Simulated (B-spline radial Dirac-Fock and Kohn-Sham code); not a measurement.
# X-ray form factors of osmium in several charge states

These are calculated numbers from an atomic code on a B-spline grid; the model is Dirac-Fock densities.

Configurations: Os [Xe] 4f14 5d6 6s2; Os³⁺ [Xe] 4f14 5d5; Os⁵⁺ [Xe] 4f14 5d3; Os⁷⁺ [Xe] 4f14 5d1. The first column is f₀ of Os, the others are differences from it.

```tsv
s (Å⁻¹)	Os	Δ Os³⁺	Δ Os⁵⁺	Δ Os⁷⁺
0	76.000	-3.000	-5.000	-7.000
0.1	71.823	-1.381	-2.871	-4.477
0.2	64.244	+0.036	-0.522	-1.301
0.3	56.996	+0.167	+0.188	+0.076
0.4	50.594	+0.038	+0.205	+0.371
0.5	45.078	-0.022	+0.097	+0.269
0.7	36.248	-0.007	-0.015	-0.005
0.9	29.494	+0.008	-0.019	-0.056
1.1	24.342	+0.003	-0.006	-0.025
1.4	19.192	-0.003	+0.001	+0.004
```
